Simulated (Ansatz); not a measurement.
Total energies of `CC[CH2][Zn][CH3]`.

```xyz
15

C     0.1471    1.4686   -1.3875
C    -0.3215    0.0590   -1.7073
C     0.3335   -1.0051   -0.8292
Zn    0.0731   -0.7728    1.0979
C    -0.1884   -0.5588    3.0134
H    -0.2993    2.2092   -2.0556
H    -0.1146    1.7519   -0.3613
H     1.2343    1.5500   -1.4792
H    -0.1157   -0.1471   -2.7659
H    -1.4115    0.0118   -1.6052
H     1.4149   -1.0205   -1.0176
H    -0.0283   -2.0022   -1.1063
H    -1.2289   -0.3146    3.2440
H     0.0665   -1.4753    3.5523
H     0.4386    0.2457    3.4074
```

Charge 0, multiplicity 1. For Zn the d shell is correlated and the shells below it are frozen. Scalar relativity is left out up to krypton. All single points use the PBE0-D4/def2-TZVP geometry. It is one conformer, not always the lowest. Basis def2-TZVPP, Ansatz.

RPA on PBE orbitals: Hartree–Fock energy of these orbitals -1935.05678 Eh, correlation -1.87029 Eh (frozen core).

```
             functional  energy without D4 (Eh)  D4 term (kJ/mol)
            LDA (SPW92)             -1933.47466                 –
                    PBE             -1937.39140             -25.5
                 revPBE             -1937.72061             -83.9
                   BLYP             -1937.87479             -56.5
                 r2SCAN             -1937.77353              -6.7
                 B97M-V             -1937.53804                 –
                   PBE0             -1937.44055             -21.5
                  B3LYP             -1937.95400             -40.7
                r2SCANh             -1937.75229              -7.0
                r2SCAN0             -1937.72239              -7.7
HSE06 (plane-wave form)             -1937.42833             -20.0
                  BHLYP             -1937.73891             -29.8
              CAM-B3LYP             -1937.90563             -21.7
                LC-ωPBE             -1937.56806                 –
                ωB97X-V             -1937.67649                 –
                ωB97M-V             -1937.68997                 –
                 B2PLYP             -1937.45186                 –
               PBE-QIDH             -1937.17407                 –
```

B3LYP takes the VWN-RPA correlation (the form of Gaussian; ORCA's B3LYP/G). HSE06 is the plane-wave form, built on full-range PBE exchange. The double hybrids freeze the cores in their second-order part.

LC-ωPBE has ω = 0.4 bohr⁻¹.
